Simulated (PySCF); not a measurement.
TaO at TPSS

Level: TPSS. basis Ta def2-TZVPP with ECP60, O def2-TZVPP; scalar-relativistic core potentials; PySCF 2.14.

```
state                                           : ²Δ (doublet), unpaired electrons δ ↑
bond length                                     : 1.699 Å
harmonic wavenumber                             : 1021 cm⁻¹
force constant                                  : 9.02 mdyn/Å
rotational constant Be                          : 0.3973 cm⁻¹
anharmonicity ωexe                              : 3.23 cm⁻¹
vibration–rotation constant αe                  : 0.00173 cm⁻¹
bond order (Mayer)                              : 2.45
dipole moment (positive dipole means Ta(−)O(+)) : -2.67 D
```

De is left out where the level can put another filling of the metal’s s and d shells below the measured ground configuration, by anything from nothing to about 1 eV. Spin–orbit coupling is left out, which matters for elements this heavy, above all for dissociation energies. The state is the lowest single determinant that the PBE0 search found; with open d or f shells the true ground state can be another one.
